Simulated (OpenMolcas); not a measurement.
**Computed transition rates of neutral nitrogen**

```
Program             : OpenMolcas 26.06
Method              : SS-CASPT2, IPEA 0.25 Eh, imaginary shift 0.1 Eh (closed shells correlated: 1s 2s)
Basis               : ANO-R3 [4s4p2d1f]
Scalar Hamiltonian  : X2C, finite nucleus
Active space        : 3 electrons in 3 orbitals (2p)
State averaging     : 2S+1 = 4 odd, 1 root; 2S+1 = 2 odd, 8 roots
Spin-orbit coupling : RASSI with atomic mean-field integrals over the reference wave functions, term energies averaged over their components
```

Rates come from the transition moments of the reference wave functions (E1 and E2 in the length form). At fixed line strength A goes as λ^-3 for E1 and M1 and as λ^-5 for E2, so a rate at the computed wavelength can be rescaled to the measured one. Measured vacuum wavelengths follow from level energies in NIST Handbook of Basic Atomic Spectroscopic Data. Branching counts decays inside the model space alone, at computed energies, and the table is only a selection of the E2 and M1 lines, drawn from those between levels with measured partners whose computed energy lies within a factor of 1.5 of the measured one.

| Upper | Lower | Type | λ computed (nm) | λ measured (nm) | A computed (s-1) | A rescaled (s-1) | Branching % |
| --- | --- | --- | --- | --- | --- | --- | --- |
| 2s2 2p3 2P* 1/2 | 2s2 2p3 2D* 5/2 | E2 | 872.1 | 1040 | 8.01e-02 | 3.32e-02 | 39.1 |
| 2s2 2p3 2P* 1/2 | 2s2 2p3 2D* 3/2 | E2 | 872 | 1041 | 1.20e-01 | 4.95e-02 | 58.7 |
| 2s2 2p3 2P* 1/2 | 2s2 2p3 2D* 3/2 | M1 | 872 | 1041 | 1.34e-03 |  | 0.7 |
| 2s2 2p3 2P* 3/2 | 2s2 2p3 2D* 5/2 | E2 | 872 | 1040 | 1.40e-01 | 5.80e-02 | 66.4 |
| 2s2 2p3 2P* 3/2 | 2s2 2p3 2D* 5/2 | M1 | 872 | 1040 | 1.20e-03 |  | 0.6 |
| 2s2 2p3 2P* 3/2 | 2s2 2p3 2D* 3/2 | E2 | 872 | 1041 | 6.01e-02 | 2.48e-02 | 28.5 |
| 2s2 2p3 2P* 3/2 | 2s2 2p3 2D* 3/2 | M1 | 872 | 1041 | 2.14e-03 |  | 1.0 |
| 2s2 2p3 2P* 1/2 | 2s2 2p3 4S* 3/2 | M1 | 321.4 | 346.8 | 3.00e-03 |  | 1.5 |
| 2s2 2p3 2P* 3/2 | 2s2 2p3 4S* 3/2 | M1 | 321.4 | 346.7 | 7.49e-03 |  | 3.6 |

Spin-changing lines and M1 lines between different terms are not rescaled, since their strength hangs on the term gaps too.

The largest correction is for 2s2 2p3 2P* 1/2 → 2s2 2p3 2D* 3/2 (E2): 1.20e-01 × (872 / 1041)^5 = 4.95e-02 s-1, a factor of 0.41.

The computed order of these levels differs from the measured one in 1 place, and where term gaps are wrong the rates of spin-changing lines can be off by large factors.

No measured rate stands beside these. Rescaling mends the energy factor alone: line strengths can still be far off where a level mixes with configurations outside the active space, and weak or spin-changing lines hang on small mixing coefficients that depend on the term gaps too, so rescaling need not improve them.

Term energies are means over components that CASPT2 splits; among the terms shown or strongly mixed into the levels shown the widest spread is 150 cm-1 (2s2 2p3 2D*). With the s shell closed, the reference lacks s² → p² mixing. Measured partners are found by configuration, term and J. A level has none where our copy of the source lacks it or the pairing is in doubt (some pairs that miss far off the trend of their configuration count as doubtful). Levels of configurations outside the active space are missing.

* marks odd parity.
